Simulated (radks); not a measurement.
The numbers below are computed, except where a source is named.
Problem. Radial electron density D(r) = 4 pi r^2 rho(r) of an atom or ion with 42 electrons. Code: a radial shooting solver on a logarithmic mesh with Libxc functionals. Model: scalar-relativistic Kohn-Sham, LDA (Slater exchange, VWN5 correlation), spin-unpolarised, spherical densities, finite nucleus; Fermi nuclear charge, rms radius of each element as measured or else 0.836 A^(1/3) + 0.57 fm.

| r (bohr) | D(r) (e/bohr) |
|---|---|
| 0.001865 | 2.730 |
| 0.002548 | 4.656 |
| 0.003508 | 7.870 |
| 0.004793 | 12.74 |
| 0.006548 | 19.82 |
| 0.009018 | 29.45 |
| 0.01232 | 40.21 |
| 0.01683 | 49.75 |
| 0.02318 | 54.43 |
| 0.03166 | 52.01 |
| 0.04326 | 46.89 |
| 0.05957 | 49.03 |
| 0.08138 | 61.09 |
| 0.1112 | 67.50 |
| 0.1531 | 54.58 |
| 0.2092 | 42.90 |
| 0.2858 | 49.89 |
| 0.3935 | 47.50 |
| 0.5376 | 24.97 |
| 0.7345 | 12.76 |
| 1.011 | 12.68 |
| 1.382 | 8.790 |
| 1.888 | 3.815 |
| 2.6 | 1.440 |
| 3.552 | 0.4919 |
| 4.852 | 0.09743 |
| 6.682 | 0.007070 |
| 9.129 | 0.0001505 |

What is the nuclear charge?

Solution. Z = 43. The innermost maximum, from 1s, lies near gamma/Z bohr with gamma = sqrt(1 - (Z/c)^2) = 0.949, here 0.0221 bohr (found: 0.0241), and its height grows with Z. The density is that of the technetium ion Tc+ in [Kr] 4d5 5s1; the configuration itself is not fixed sharply by these data, and Z only to a few units. D(r) has 4 maxima, at r = 0.0241, 0.107, 0.330, 0.956 bohr, and minima at 0.0484, 0.213, 0.802 bohr, inside which lie 2.03, 11.10, 29.31 electrons.
